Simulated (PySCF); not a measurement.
**From computed data to an observable: oscillator strength and radiative lifetime**

Te(OH)(OMe) (CH4O2Te), SMILES CO[Te]O.

Coordinates come from a B3LYP-D3(BJ)/def2-SVP optimisation. The def2 effective core potentials stand for the cores of Te; spin–orbit coupling is left out. One conformer was computed; it need not be the lowest.

TDA-ωB97X/def2-SVPD in PySCF 2.14.0 puts the first singlet state with f over 0.02 at 6.04 eV (vertical), with the transition dipole (-0.316, -0.905, -0.434) in atomic units.

**Question.** Find the oscillator strength, the wavelength and the radiative lifetime that this transition would have in vacuum if emission retraced absorption.

**Answer.** 
|μ|² = 1.1072 au, so |μ| = 2.67 D. ΔE = 6.04/27.211 = 0.2220 hartree. f = (2/3) ΔE |μ|² = 0.164 (the program prints 0.164).
λ = 1239.84/6.04 = 205 nm; ν = 48716 cm⁻¹.
Einstein's coefficient A = 0.6670 ν² f s⁻¹ (ν in cm⁻¹) = 2.6e8 s⁻¹, so τ = 1/A = 3.9 ns. This state is S5; the lower singlets have f = 0.000, 0.005, 0.003, 0.005. The figure is the radiative limit of this one transition; relaxation, internal conversion, crossing to triplets and a medium change what is measured.
